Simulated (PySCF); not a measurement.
CdH4N2, SMILES [NH2][Cd][NH2]. Atoms are numbered in the order given.

```xyz
7

Cd     0.0000     0.0000     0.0129
N     -0.0779    -2.0002    -0.1013
H      0.8050    -2.4179    -0.3703
H     -0.3511    -2.4379     0.7702
N      0.0779     2.0002    -0.1013
H     -0.8050     2.4179    -0.3703
H      0.3511     2.4379     0.7702
```
Charge 0, spin multiplicity 1.

Coordinates come from a PBE0-D3(BJ)/def2-TZVP optimisation. The def2 effective core potentials stand for the cores of Cd; spin–orbit coupling is left out. Other conformers were not sampled.

Computed with TDDFT-B3LYP/def2-SVPD run with PySCF 2.14.0.

Vertical excitations. The molecule is in vacuum. State labels are in the subgroup C2.

```
state  symmetry  energy (eV)  λ (nm)      f                            main pairs
-----  --------  -----------  ------  -----  ------------------------------------
S1            B         4.77     260  0.083                        HOMO→LUMO 91 %
S2            A         4.86     255  0.035                      HOMO−1→LUMO 94 %
S3            A         5.44     228  0.000  HOMO→LUMO+1 84 %, HOMO−1→LUMO+2 15 %
S4            B         5.47     227  0.010  HOMO→LUMO+2 81 %, HOMO−1→LUMO+1 18 %
S5            B         5.87     211  0.090  HOMO−1→LUMO+1 75 %, HOMO→LUMO+2 14 %
S6            A         5.90     210  0.025  HOMO−1→LUMO+2 81 %, HOMO→LUMO+1 13 %
S7            A         6.47     192  0.020                      HOMO→LUMO+3 97 %
S8            B         6.71     185  0.034                    HOMO−1→LUMO+3 95 %
S9            B         7.41     167  0.247  HOMO−2→LUMO 77 %, HOMO−2→LUMO+2 12 %
S10           A         7.62     163  0.005  HOMO−3→LUMO 81 %, HOMO−2→LUMO+1 15 %
T1            B         4.05     306      0                        HOMO→LUMO 96 %
T2            A         4.30     288      0                      HOMO−1→LUMO 94 %
T3            A         5.18     239      0                      HOMO→LUMO+1 90 %
T4            B         5.24     237      0  HOMO→LUMO+2 78 %, HOMO−1→LUMO+1 20 %
```
Triplets are in the Tamm–Dancoff approximation, which puts them higher than full response would, so one can lie above its singlet here.
